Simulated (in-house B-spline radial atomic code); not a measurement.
The numbers below are computed, except where a source is named.
Building a PAW d channel for Ni, r_c = 1.3 bohr

Ni, [Ar] 3d8 4s2, non-relativistic LDA (VWN5), spherical and spin-unpolarised, from a B-spline radial code for spherical atoms (atomic units; all potentials screened as in the neutral atom).

Two all-electron partial waves φ1, φ2 are integrated outwards at E1 = ε(3d) = -0.3487 and E2 = E1 + 1.5 hartree; φ1 is the bound orbital and φ2 has unit norm inside r_c = 1.2985 bohr. Smooth partners are polynomials, r^3(a0 + a1 r² + a2 r⁴ + a3 r⁶), matched to φ and three derivatives at r_c, with no condition on the norm. The local potential is -14.4213 + (20.6693) r² + (-12.4879) r⁴ + (2.79139) r⁶ inside 1.0632 bohr and the all-electron one outside.

```
wave     φ(r_c)     φ'(r_c)         a0         a1         a2          a3
   1  0.6450342  -0.5603666   2.876241  -3.351667   1.465305  -0.2286721
   2  0.5089935    3.001715  -3.256844   4.829384  -2.236891    0.355855
```

Inside r_c the overlaps are <φi φj> = [[0.76666, -0.74048], [-0.74048, 1.00000]] and, for the smooth waves, [[0.33364, -0.11715], [-0.11715, 0.11936]]. With χj = (Ej − T − V_local) applied to smooth wave j, the program's quadrature gives the matrix B_ij = <smooth i, χj> as [[-0.61911, 1.19462], [0.25964, -0.57558]].

**Question.** Check the match of the first wave, and find the augmentation charges q_ij.

**Answer.** At r_c the four terms are 6.29725, -12.37288, 9.12056, -2.39989, which sum to 0.6451, φ1(r_c) to rounding. q_ij is the all-electron overlap less the smooth one: [[0.43302, -0.62332], [-0.62332, 0.88064]]. The smooth first wave has a norm of 0.3336 inside r_c against 0.7667, and q11 > 0 puts back the missing charge.

**Question.** B isn't symmetric. Show that D_ij = B_ij + Ej q_ij is.

**Answer.** Integrating by parts gives B12 − B21 = (E1 − E2) q12: 1.19462 − (0.25964) = 0.93498, and −1.5 × (-0.62332) = 0.93499. So D12 = 1.19462 + (1.151300)(-0.62332) = 0.47699 and D21 = 0.25964 + (-0.3487)(-0.62332) = 0.47699; D11 = -0.77010, D22 = 0.43830. The projectors, p = (B⁻¹)ᵀ χ, are dual to the smooth waves; det B = 0.046.

Solving (T + V_local + Σ p D p) ψ = E (1 + Σ p q p) ψ in a sphere of 9 bohr gives these levels:

| all-electron | one projector | two projectors |
| --- | --- | --- |
| -0.348699 | -0.348698 | -0.348698 |
| 0.114082 | 0.115170 | 0.114084 |
| 0.370595 | 0.376928 | 0.370603 |
| 0.767816 | 0.788115 | 0.767822 |
| 1.298440 | 1.346170 | 1.298440 |

**Question.** What does the second projector gain?

**Answer.** With one projector the errors are 0.00, +1.09, +6.33, +20.30, +47.73 millihartree. With two the errors are 0.00, 0.00, +0.01, +0.01, 0.00 millihartree. The scattering is exact at E1 and at E2 = 1.151, and over all levels compared the largest error is under 0.01 millihartree. The lowest eigenvalue of the overlap operator is 1 with one and 0.9296 with two projectors. The smooth orbital alone needs a cutoff of 38.7 hartree for 1 millihartree of kinetic energy, against 68.7 for a norm-conserving Troullier-Martins orbital of the same radius; part of the gain comes from giving up the norm, part from the simpler form.
